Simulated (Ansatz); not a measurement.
Geometry optimisation, RKS PBE0-D4/def2-SVP (Ansatz).

The input (input.yaml):

```yaml
crystal:
  periodic: [false, false, false]
  atoms:
    - { symbol: W, position_ang: [-0.338076, 0.070357, -0.548589] }
    - { symbol: F, position_ang: [0.883001, -0.101802, 2.230068] }
    - { symbol: H, position_ang: [1.589941, -0.128344, 1.634418] }
    - { symbol: H, position_ang: [0.441136, 1.553523, -0.273098] }
    - { symbol: H, position_ang: [-1.725293, -0.038459, 0.417307] }
    - { symbol: H, position_ang: [0.786402, -1.193587, -0.325373] }
    - { symbol: H, position_ang: [-0.69751, -0.161687, -2.195232] }
basis:
  gaussian: { orbitals: def2-SVP }
hamiltonian:
  xc: pbe0
  dispersion: d4
relax:
  f_tol: 0.03
  max_steps: 50
```

Launched with:

```bash
$ ansatz run input.yaml --threads 1 --pin off --max-ram 2048MiB --backend cpu --events-out ev --progress --plain --runs-dir out
```

Question: Where does it end, and by what steps?

Answer: The forces met the threshold. The force dipped under the threshold on the way, but the program's further checks kept it going. After 11 steps the energy has fallen by 0.267 eV; F2 moved furthest, 0.57 Å. Joined: W1–F2 (3.04 → 2.33 Å).

| step | energy less start (eV) | largest force component (eV/Å) | accepted |
| --- | --- | --- | --- |
| 0 | 0.0000 | 0.323 | yes |
| 1 | -0.0803 | 0.868 | yes |
| 2 | -0.1581 | 1.071 | yes |
| 3 | -0.1918 | 1.533 | yes |
| 4 | -0.1406 | 2.473 | no |
| 5 | -0.2422 | 1.120 | yes |
| 6 | -0.2587 | 0.293 | yes |
| 7 | -0.2640 | 0.059 | yes |
| 8 | -0.2661 | 0.028 | yes |
| 9 | -0.2662 | 0.066 | yes |
| 10 | -0.2656 | 0.069 | no |
| 11 | -0.2666 | 0.027 | yes |

```xyz
7
Properties=species:S:1:pos:R:3
W -0.296 0.145 -0.345
F 0.675 -0.279 1.734
H 1.488 0.155 1.599
H 0.603 1.592 -0.153
H -1.709 -0.028 0.593
H 0.662 -1.242 -0.519
H -0.483 -0.344 -1.969
```

The run took 39 s on 1 thread of Arm Neoverse V2, with other jobs on the host, peak memory 0.13 GiB.
